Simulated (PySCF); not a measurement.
# Structure from 2D NMR

Compound of formula C7H9ClO2. Correlations simulated from computed shifts and the bond graph:

HSQC (one-bond C–H):
```csv
δH,δC
5.85,143.7
5.67,125.2
5.61,125.2
3.57,58.9
2.25,47.6
1.74,26.6
1.31,26.6
```

COSY cross peaks (H two or three bonds apart, from the bond graph; peaks can be absent where the dihedral angle is near 90°):
```csv
δH,δH
5.85,5.67
5.85,5.61
5.85,2.25
5.67,5.61
2.25,1.74
2.25,1.31
1.74,1.31
```

HMBC (two and three bonds, from the bond graph):
```csv
δH,δC
5.85,"125.2, 72.3, 47.6, 26.6"
5.67,"143.7, 47.6"
5.61,"143.7, 47.6"
3.57,72.3
2.25,"187.8, 143.7, 125.2, 72.3, 26.6"
1.74,"187.8, 143.7, 72.3, 47.6"
1.31,"187.8, 143.7, 72.3, 47.6"
```

Carbons without hydrogens: δ 187.8, 72.3.

How the numbers were obtained: structure optimised with GFN2-xTB, NMR shieldings at PBE0/pcSseg-1/GIAO, in PySCF 2.14.0 with density-fitted response routines (no solvent, one computed conformer, non-relativistic Hamiltonian, equivalent nuclei averaged).

References, each an isolated molecule treated in the same way: $^{1}$H and $^{13}$C against TMS.

Exchangeable hydrogens are left out of these lists.

Work out the connectivity.

## Answers

`[C@@]1(OC)(C(=O)Cl)[C@H](C=C)C1`.

Structure with atom numbers: `[CH2:1]=[CH:2][C@@H:3]1[CH2:4][C@@:5]1([O:6][CH3:7])[C:8](=[O:9])[Cl:10]`. Each H is labelled by its parent atom. Ha(C4) is cis to C2 on the ring; Ha(C1) is cis to C3; Hb(C4) is trans to C2 on the ring; Hb(C1) is trans to C3.

1. δC 187.8 is C8, a carbonyl carbon.
2. δC 143.7 is C2, an alkene CH (δH 5.85).
3. δC 125.2 is C1, a terminal =CH2 carbon (δH 5.67, 5.61).
4. δC 72.3 is C5, a three-membered-ring carbon.
5. δC 58.9 is C7, a methyl carbon bonded to O (δH 3.57).
6. δC 47.6 is C3, a three-membered-ring carbon (δH 2.25).
7. δC 26.6 is C4, a three-membered-ring carbon (δH 1.31, 1.74).
8. HMBC from δH 5.85 reaches the proton-free carbon C5.
9. HMBC from δH 3.57 reaches the proton-free carbon C5.
10. HMBC from δH 2.25 reaches the proton-free carbons C8, C5.
11. HMBC from δH 1.74 reaches the proton-free carbons C8, C5.
12. COSY links 5.85–5.67, 5.85–5.61, 5.85–2.25, 5.67–5.61, 2.25–1.74, 2.25–1.31.

The data come from this structure; uniqueness wasn't tested.

Carbons that carry Cl, above all several Cl atoms, come out too deshielded, partly because spin–orbit coupling is missing. Shifts are as computed. Against solution values, carbons near 30 ppm lie about +3 ppm off and those near 130 ppm about +5 ppm; carbons on Cl a further +6 ppm. Of 1211 compounds with measured shifts, 218 miss one by over three times the rms of a fit or turn the order of signals round; such compounds aren't used in these exercises.
